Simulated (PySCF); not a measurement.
C₂H₁₀OSi₃, SMILES C([Si@H]([SiH3])C[SiH3])=O.

The structure is a stationary point at B3LYP-D3(BJ)/def2-SVP. The structure was generated by enumeration; whether it is a known compound was not checked. The values are those of a single conformer.

The numbers are results of PBE/def2-TZVP in PySCF, not measurements.

Gas-phase values at a fixed geometry.

The total energy is -1025.34737 hartree and the highest occupied level is -5.60 eV. The lowest empty level comes out as -2.83 eV. The orbital gap is 2.77 eV. The dipole moment comes out as 1.38 D. The quadrupole, principal values (traceless, Buckingham form, about the centre of nuclear charge) is -9.84, 4.52, 5.32 D·Å.
